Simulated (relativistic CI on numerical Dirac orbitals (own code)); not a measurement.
## Zn I: calculation against measurement

Method of calculation: Dirac-Coulomb-Breit CI, orbitals from a KLI potential per configuration, model QED (radiative potential, 1s self-energy scaled to tabulated hydrogen-like ionisation energies), valence Slater integrals scaled by 0.85, P86 correlation energy added to each configuration (own radial code, finite nucleus).

Configurations in the expansion (outside the closed core [Ar] 3d10): 4s2, 4s 4p, 4s 5s, 4s 4d, 4s 5d, 4p2, 4s 6s, 4s 5p, 4s 6p, 4s 4f, 4s 5g, 4s 5f, 4s 6d, 4s 6g, 4d2. Levels of other configurations are missing.

```
Configuration  Term (tabulated)  J  Measured (cm⁻¹)  Computed  Error  Purity (%)
          4s2                1S  0              0.0         0      0          96
        4s 4p               3P°  0          32311.3     27930  -4381         100
        4s 4p               3P°  1          32501.4     28091  -4410         100
        4s 4p               3P°  2          32890.3     28415  -4476          99
        4s 4p               1P°  1          46745.4     44351  -2394          86
        4s 5s                3S  1          53672.2     48753  -4920         100
        4s 5s                1S  0          55789.2     50977  -4812          99
        4s 4d                1D  2          62458.5     57036  -5422          96
        4s 4d                3D  1          62768.7     57540  -5228         100
        4s 4d                3D  2          62772.0     57542  -5230         100
        4s 4d                3D  3          62777.0     57544  -5233         100
        4s 5d                3D  1          68579.1     64054  -4525         100
        4s 5d                3D  2          68580.7     64055  -4526         100
        4s 5d                3D  3          68583.1     64056  -4527         100
```

Measured levels from NIST Handbook of Basic Atomic Spectroscopic Data (Sansonetti and Martin, J. Phys. Chem. Ref. Data 34, 1559 (2005)); pairs were made by configuration, J and term (by order where the table uses no LS term), so strongly mixed levels may be paired wrongly.

Mean error by configuration (cm⁻¹): 4s 4p -3915; 4s 5s -4866; 4s 4d -5278; 4s 5d -4526. Over the excited levels the mean absolute error is 4622 cm⁻¹ (13 of the 13 excited levels that our extract of the source holds in range could be paired), and the median relative error of those above 1,000 cm⁻¹ is 8.3 %.

Transition probabilities of persistent lines. The last column rescales the computed rate by the cube of measured over computed energy:

| λ measured (Å) | Lower | Upper | A tabulated (s⁻¹) | A computed | A rescaled |
| --- | --- | --- | --- | --- | --- |
| 2138.57 air | 4s2 1S_0 | 4s 4p 1P°_1 | 7.14e+08 | 6.66e+08 | 7.80e+08 |
| 3075.90 air | 4s2 1S_0 | 4s 4p 3P°_1 | 3.75e+04 | 4.02e+03 | 6.22e+03 |
| 3282.33 air | 4s 4p 3P°_0 | 4s 4d 3D_1 | 9.00e+07 | 8.66e+07 | 9.42e+07 |
| 3302.58 air | 4s 4p 3P°_1 | 4s 4d 3D_2 | 1.20e+08 | 1.17e+08 | 1.27e+08 |
| 3302.94 air | 4s 4p 3P°_1 | 4s 4d 3D_1 | 6.70e+07 | 6.46e+07 | 7.01e+07 |
| 3345.01 air | 4s 4p 3P°_2 | 4s 4d 3D_3 | 1.70e+08 | 1.54e+08 | 1.67e+08 |
| 3345.57 air | 4s 4p 3P°_2 | 4s 4d 3D_2 | 4.00e+07 | 3.84e+07 | 4.15e+07 |
| 3345.94 air | 4s 4p 3P°_2 | 4s 4d 3D_1 | 4.50e+06 | 4.26e+06 | 4.59e+06 |
| 6362.35 air | 4s 4p 1P°_1 | 4s 4d 1D_2 | 4.74e+07 | 5.44e+07 | 1.03e+08 |
